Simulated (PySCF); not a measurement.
Mg(Cl)(SMe) (CH3ClMgS), SMILES C[S][Mg][Cl].

The structure is a stationary point at B3LYP-D3(BJ)/def2-SVP. Other conformers were not sampled.

Level of theory: B3LYP-D3(BJ)/def2-SVP (PySCF).

Frequencies are harmonic and unscaled.

Computed harmonic wavenumbers and intensities:
| mode | ν (cm⁻¹) | IR (km/mol) | Raman (Å⁴/amu) | depolarisation | moving atoms (share of kinetic energy) |
|---|---|---|---|---|---|
| 1 | 70 | 12.2 | 1.3 | 0.65 | C 32 %, Mg 30 %, Cl 20 %, H 16 % |
| 2 | 70 | 2.5 | 0.4 | 0.74 | H 89 % |
| 3 | 119 | 37.1 | 0.6 | 0.75 | Mg 68 %, S 14 %, Cl 11 % |
| 4 | 173 | 27.1 | 2.6 | 0.28 | Mg 49 %, C 21 %, S 14 %, H 9 % |
| 5 | 306 | 0.3 | 16.9 | 0.18 | S 54 %, Cl 43 % |
| 6 | 586 | 92.0 | 1.0 | 0.12 | Mg 73 %, Cl 16 %, S 9 % |
| 7 | 689 | 9.0 | 13.3 | 0.29 | C 59 %, S 31 %, H 9 % |
| 8 | 950 | 6.8 | 2.7 | 0.75 | H 85 %, C 14 % |
| 9 | 965 | 6.3 | 3.9 | 0.32 | H 84 %, C 14 % |
| 10 | 1336 | 24.0 | 3.7 | 0.71 | H 87 %, C 12 % |
| 11 | 1457 | 5.3 | 13.1 | 0.75 | H 95 % |
| 12 | 1462 | 5.3 | 14.0 | 0.75 | H 95 % |
| 13 | 3042 | 28.6 | 128.1 | 0.03 | H 98 % |
| 14 | 3140 | 5.0 | 55.5 | 0.75 | H 90 %, C 10 % |
| 15 | 3144 | 2.2 | 115.4 | 0.63 | H 90 %, C 10 % |
